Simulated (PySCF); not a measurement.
**HfO at PBE0**

Computed with PBE0; PySCF, spin-free X2C with a Gaussian nucleus, basis sets Hf x2c-TZVPPall, O x2c-TZVPPall.

```json
{
 "state": "singlet, closed shell",
 "bond length": "1.699 Å",
 "harmonic wavenumber": "1043 cm⁻¹",
 "force constant": "9.41 mdyn/Å",
 "rotational constant Be": "0.3976 cm⁻¹",
 "anharmonicity ωexe": "3.04 cm⁻¹",
 "vibration–rotation constant αe": "0.00159 cm⁻¹",
 "HOMO–LUMO gap": "3.38 eV",
 "bond order (Mayer)": "2.45",
 "dipole moment (positive dipole means Hf(−)O(+))": "-3.25 D"
}
```

De is left out where the level can put another filling of the metal’s s and d shells below the measured ground configuration, by anything from nothing to about 1 eV. Spin–orbit coupling is left out, which matters for elements this heavy, above all for dissociation energies.
